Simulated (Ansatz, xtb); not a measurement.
**Two isomers of C6H5FSe**

We compare a, `C=Cc1cc(F)c[se]1`, a singlet, with b, `C=Cc1[se]ccc1F`, a singlet. Both are isolated molecules in the gas phase, relaxed with B3LYP-D3(BJ)/def2-SVP; the shapes shown needn't be the lowest conformers.

a (Å):

```
atom    x (Å)    y (Å)    z (Å)
   C  -1.3517   0.7702  -2.4586
   C  -0.1302   0.2883  -2.1801
   C   0.6336   0.4874  -0.9610
   C   1.8867  -0.0158  -0.6982
   C   2.4088   0.3342   0.5823
   C   1.6160   1.1116   1.3762
   F   3.6192  -0.0915   0.9619
  Se   0.0048   1.5055   0.5090
   H  -1.8383   0.5592  -3.4129
   H  -1.9063   1.3906  -1.7475
   H   0.3799  -0.3283  -2.9299
   H   2.4451  -0.6330  -1.4042
   H   1.8471   1.4734   2.3757
```

b (Å):

```xyz
13

C    -1.0845    1.0104   -2.6772
C    -0.7598    0.5963   -1.4416
C     0.5663    0.5401   -0.8608
C     3.0834    0.5862   -0.1752
C     2.2457    0.1293    0.8025
C     0.8744    0.1110    0.4105
F    -0.0720   -0.3117    1.2593
Se    2.1623    1.0501   -1.7387
H    -0.3303    1.3601   -3.3891
H    -2.1224    1.0119   -3.0160
H    -1.5521    0.2554   -0.7663
H     4.1655    0.6928   -0.1176
H     2.5706   -0.1948    1.7921
```

Energies in hartree; the thermal terms are from GFN2-xTB frequencies at re-optimised GFN2-xTB minima (ideal gas, soft modes damped towards free rotors, one conformer each, 298.15 K, 1 atm) and include the zero-point energy:

|  | a | b |
| --- | --- | --- |
| E, CCSD(T)/def2-SVP | −2730.079378 | −2730.080368 |
| E, MP2/def2-SVP | −2729.994735 | −2729.995743 |
| E, MP2/def2-TZVPP | −2730.941055 | −2730.941286 |
| zero-point energy | 0.087102 | 0.087195 |
| H(298 K) − E | 0.095904 | 0.095999 |
| G(298 K) − E | 0.053815 | 0.053911 |

Question: Correct the CCSD(T) difference for the basis set by the MP2 change, then work out ΔE, ΔE₀, ΔH and ΔG for a → b in kJ/mol (1 Eh = 2625.50 kJ/mol) and the equilibrium ratio [b]/[a].

Answer: 1. Differences b − a: CCSD(T) −0.000990, MP2 in the small set −0.001008, MP2 in the large set −0.000231 Eh.
2. ΔE = −0.000990 + (−0.000231 − (−0.001008)) = −0.000213 Eh = −0.56 kJ/mol.
3. ΔE₀ = ΔE + ΔZPE = −0.000213 + (+0.000093) Eh = −0.32 kJ/mol.
4. ΔH = ΔE + (+0.000095) Eh = −0.31 kJ/mol.
5. ΔG = ΔE + (+0.000096) Eh = −0.31 kJ/mol, so ΔS = (ΔH − ΔG)/T = 0.0 J/(mol K).
6. kT = 0.9442 mEh, so K = [b]/[a] = exp(−ΔG/kT) = exp(+0.12) ≈ 1.1.

The two are too close for this level to say which is favoured. An error of 4 kJ/mol in ΔG would change K by a factor of 5. Mirror images and further conformers aren't counted.

As drawn, both hold the same kinds of bond in the same numbers.

Other levels gave ΔE = +1.5 (GFN2-xTB); −2.0 (HF/STO-3G, GFN2-xTB geometries); −3.0 (r2SCAN-D4/def2-SVP, GFN2-xTB geometries); −2.3 (B3LYP-D3(BJ)/def2-SVP); −1.2 (HF/def2-SVP); −2.6 (MP2/def2-SVP); −2.6 (CCSD(T)/def2-SVP) kJ/mol. The correlated steps freeze 16 core orbitals; the filled d shell of Se is correlated, in a basis made for valence electrons. Programs: Ansatz 0.2.0, xtb 6.7.1.
